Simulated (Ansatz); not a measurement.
Ansatz (a quantum-chemistry and plane-wave program) input:

Ansatz 0.2 input:
```yaml
crystal:
  periodic: [false, false, false]
  atoms:
    - {symbol: B, position_ang: [0.06331863, -0.79318310, 0.55853286]}
    - {symbol: C, position_ang: [1.43103672, -1.42433106, 0.74779008]}
    - {symbol: C, position_ang: [-1.27058356, -1.30746571, 1.18301536]}
    - {symbol: Br, position_ang: [-0.00894209, 0.79917967, -0.57209692]}
    - {symbol: H, position_ang: [2.33392251, -1.03470760, 0.29275690]}
    - {symbol: H, position_ang: [1.57107786, -2.31101894, 1.35873751]}
    - {symbol: H, position_ang: [-1.13424597, -2.19147928, 1.80861097]}
    - {symbol: H, position_ang: [-1.99419882, -1.55045415, 0.39860157]}
    - {symbol: H, position_ang: [-1.74289447, -0.52693256, 1.78718849]}
basis:
  gaussian:
    orbitals: aug-cc-pVDZ
magnetization: {spin_polarized: true, initial_magnetization: 1}
correlation: {method: ccsd_t, electrons: outside_noble_gas}
output: {forces: true}
```

Problem. What final total energy does it print?

Solution. -2676.29203 Eh (CCSD(T)/aug-cc-pVDZ). The basis has 150 functions.

It need not be the lowest isomer of its formula.
